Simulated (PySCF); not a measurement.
Computed IR spectrum (relative IR intensity) of a molecule C₂H₁₃NSi₃. The structure is a stationary point at PBE-D3(BJ)/def2-SVP. One conformer was computed; it need not be the lowest. Computed with PBE-D3(BJ)/def2-SVP (PySCF). Frequencies are harmonic and unscaled.

Lines under 2 % of the strongest are left out, and lines within 2 cm⁻¹ are merged.

ν (cm⁻¹): 251 (w), 446 (m), 461 (m), 480 (w), 610 (w), 650 (vw), 663 (w), 690 (m), 737 (m), 755 (m), 776 (m), 799 (vs), 828 (vw), 857 (m), 892 (m), 902 (s), 912 (m), 918 (w), 933 (m), 1021 (m), 1206 (vw), 1326 (vw), 1387 (vw), 1500 (w), 2055 (s), 2132 (m), 2150 (w), 2153 (s), 2158 (s), 2166 (m), 2970 (vw), 3071 (vw), 3467 (w), 3559 (w) (against the strongest line: vs over 80 %, s over 45 %, m over 15 %, w over 4 %, vw less)

Q: Which structure fits?
(A) CN(C[SiH3])[SiH2][SiH3]
(B) NC[Si@@H]([SiH3])C[SiH3]
(C) CN[C@H]([SiH3])[SiH2][SiH3]
(D) C[Si@H](C[SiH3])[SiH2]N

A: D, C[Si@H](C[SiH3])[SiH2]N
